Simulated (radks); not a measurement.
Task: In1.25+, 47.75 electrons, occupied as [Ar] 3d10 4s2 4p(up 3, down 2.75) 4d10 5s2 (fractional occupations, a model configuration). Calculated with a radial shooting solver on a logarithmic mesh with Libxc functionals: scalar-relativistic Kohn-Sham, PBE, spin-polarised, spherical densities, point nucleus. Some entries of the table are withheld. Estimate them.

orbital  occ.  eigenvalue (eV)  <r> (bohr)  <1/r> (bohr^-1)
1s up       1        -27767.01     0.02971            51.86
1s down     1        -27766.94     0.02971            51.86
2s up       1        -4167.897      0.1285            11.82
2s down     1        -4167.854      0.1285            11.82
2p up       3        -3742.136      0.1122            11.38
2p down     3        -3742.071      0.1122            11.38
3s up       1        -800.7510      0.3486            4.182
3s down     1        -800.6858      0.3486            4.182
3p up       3        -661.3245      0.3471            3.982
3p down     3        -661.2502      0.3471            3.982
3d up       5        -444.8935      0.3243            3.754
3d down     5        -444.8165      0.3243            3.754
4s up       1        -131.5401      0.8466            1.636
4s down     1        -131.2395      0.8469            1.635
4p up       3         -89.9132      0.9192            1.480
4p down  2.75         -89.6321      0.9197            1.480
4d up       5         -30.0410         (1)            1.152
4d down     5         -29.8307         (2)            1.150
5s up       1         -17.4933       2.415           0.5314
5s down     1         -17.4742       2.417           0.5309

Result: 
(1) 4d up <r> (bohr): 1.162
(2) 4d down <r> (bohr): 1.165
